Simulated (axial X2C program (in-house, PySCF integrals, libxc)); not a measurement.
CaBr⁺ along the bond: r2SCAN, 2c

Computed with an in-house relativistic program for diatomic molecules. Two-component (2c) means X2C with spin–orbit coupling and atomic mean-field two-electron Coulomb and Gaunt terms. Basis: Br dyall-cv3z [8s9p6d4f1g], Ca dyall-cv3z [11s12p6d4f] (cores contracted in-house); Gaussian nuclei, density fitting, unrestricted open shells. Masses: Br 78.918 u, Ca 39.963 u.

State: Ω = 0 (closed shell). Dipoles are positive if Ca is the positive end and refer to the centre of mass.

| R (Å) | μ (D) | HOMO (eV) | LUMO (eV) |
| --- | --- | --- | --- |
| 2.150 | 10.243 | -12.24 | -6.77 |
| 2.249 | 10.987 | -11.92 | -6.84 |
| 2.323 | 11.536 | -11.69 | -6.91 |
| 2.397 | 12.080 | -11.47 | -6.98 |
| 2.471 | 12.617 | -11.26 | -7.05 |
| 2.558 | 13.235 | -11.04 | -7.15 |
| 2.644 | 13.844 | -10.83 | -7.24 |
| 2.755 | 14.613 | -10.57 | -7.37 |
| 2.891 | 15.526 | -10.29 | -7.52 |
| 3.089 | 16.792 | -9.94 | -7.73 |

The minimum lies at 2.466 Å. What is the dipole moment there?

At r2SCAN, 2c, with the sign and origin stated: μ = 12.58 D.

One determinant describes the state; a PBE0 search over occupations chose it and may have missed a lower one. The closed shell is kept restricted, so the energy runs too high when the bond is stretched far.
